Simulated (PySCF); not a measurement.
TiIH3, SMILES [TiH3][I], multiplicity 1. Atoms are numbered in the order given.

```xyz
5

Ti     0.0000     0.0000     1.6989
I      0.0000     0.0000    -0.8325
H     -1.3810     0.7973     2.2480
H      0.0000    -1.5947     2.2480
H      1.3810     0.7973     2.2480
```
Charge 0, spin multiplicity 1.

The structure is a stationary point at PBE0-D3(BJ)/def2-TZVP. The multiplicity is an assumed one; no other spin state was optimised. The structure was generated by enumeration; whether it is a known compound was not checked. The def2 effective core potentials stand for the cores of I; spin–orbit coupling is left out.

Level of theory: PBE/def2-TZVPD in PySCF.

Mulliken values depend strongly on the basis, most of all with diffuse functions as here. ESP charges are fitted to the potential on shells at 1.4 to 2.0 van der Waals radii. Atomic charges (e):

```
atom  Mulliken  ESP fit
----  --------  -------
Ti1      -0.21     0.56
I2        0.00    -0.09
H3        0.07    -0.16
H4        0.07    -0.16
H5        0.07    -0.16
```
